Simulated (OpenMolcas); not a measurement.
**Ionisation energies of carbon**

```yaml
Program: OpenMolcas
Basis: ANO-RCC-VDZP [3s2p1d]
Scalar_Hamiltonian: DKH2, point nucleus
Spin-orbit_coupling: RASSI with atomic mean-field integrals over the reference wave functions, term energies averaged over their components
```

Active shells in each charge state: the valence s, p shells, with orbitals averaged over the low states. Where CASPT2's correlated closed shells are named, they are those of the first ion.

A. CASSCF
B. SS-CASPT2, IPEA 0.25 Eh, imaginary shift 0.1 Eh (closed shells correlated: 1s)
C. SS-CASPT2, IPEA 0.25 Eh, imaginary shift 0.1 Eh (closed shells correlated: none)
D. SS-CASPT2, IPEA 0 Eh, imaginary shift 0.1 Eh (closed shells correlated: 1s)

Energies in eV between the lowest computed levels, named as in B; reference values from the NIST Atomic Spectra Database with their kind.

```csv
From,To,A,B,C,D,Spin-orbit share in B,Reference
C 2s² 2p² ³P₀,C+ 2s² 2p ²P°_1/2,10.146,10.876,10.866,10.964,-0.001,11.260 (measured)
C+ 2s² 2p ²P°_1/2,C2+ 2s² ¹S₀,23.257,23.918,23.908,24.002,+0.005,24.383 (measured)
C2+ 2s² ¹S₀,C3+ 2s ²S_1/2,47.849,47.863,47.875,47.864,+0.000,47.888 (measured)
C3+ 2s ²S_1/2,C4+ 1s² ¹S₀,64.231,64.240,64.231,64.240,+0.000,64.494 (measured)
```

Steps that some method lacks are left out, and so are those with a state whose active s or d shell is doubly occupied in every root (s and p with five to eight electrons, d10) over a frozen core shell of the same l, since the two then mix freely.

Error against the reference values, in %:

| From | Reference | A | B | C | D |
| --- | --- | --- | --- | --- | --- |
| C | measured | -9.9 | -3.4 | -3.5 | -2.6 |
| C+ | measured | -4.6 | -1.9 | -1.9 | -1.6 |
| C2+ | measured | -0.1 | -0.1 | 0 | -0.1 |
| C3+ | measured | -0.4 | -0.4 | -0.4 | -0.4 |

Mean absolute error over the 4 measured values: A 0.64 eV, B 0.28 eV, C 0.29 eV, D 0.24 eV. D lies closest.

° marks odd parity.
